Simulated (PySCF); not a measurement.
# Ionisation energy of Xe⁴⁶⁺ by level of theory

Xe⁴⁶⁺ [He] 2s2 2p4 [2p1/2^2 2p3/2^2, M_J = 2] → Xe⁴⁷⁺ [He] 2s2 2p3 [2p1/2^2 2p3/2^1, M_J = 3/2], as a difference of total energies. All numbers are calculated (PySCF 2.14, the two-component X2C-1e Hamiltonian, in an uncontracted even-tempered set (17 s from 25 bohr⁻², ratio 2.4; 12 p from 33 bohr⁻², ratio 2.4; 5 d from 110 bohr⁻², ratio 2.6; 4 f from 170 bohr⁻², ratio 2.6)). Correlated levels: nothing frozen; the 26 highest virtual spinors dropped. "Screened" scales the spin-orbit matrix elements by Boettger's factors to mimic the two-electron term; Breit and QED terms are absent.

```
                    method  ionisation energy (eV)
           GHF (spin-free)                  8222.9
          GMP2 (spin-free)                  8224.6
 GHF (screened spin-orbit)                  8150.0
GMP2 (screened spin-orbit)                  8149.8
```

For this ion Breit and QED terms and the two-electron picture change, all absent here, outweigh the correlation shift from GHF to GMP2.

The spin-free rows relax to the high-spin LS determinant and lack the spin-orbit shift.

The labels give the starting determinants; with spin-orbit coupling the two ends relaxed to ⟨J²⟩ = 6.00, ⟨L²⟩ = 3.19, ⟨S²⟩ = 1.41 and ⟨J²⟩ = 3.75, ⟨L²⟩ = 2.45, ⟨S²⟩ = 1.53.

For comparison: 8144 ± 4 eV (theoretical estimate listed by NIST; NIST Atomic Spectra Database, ionization energies).
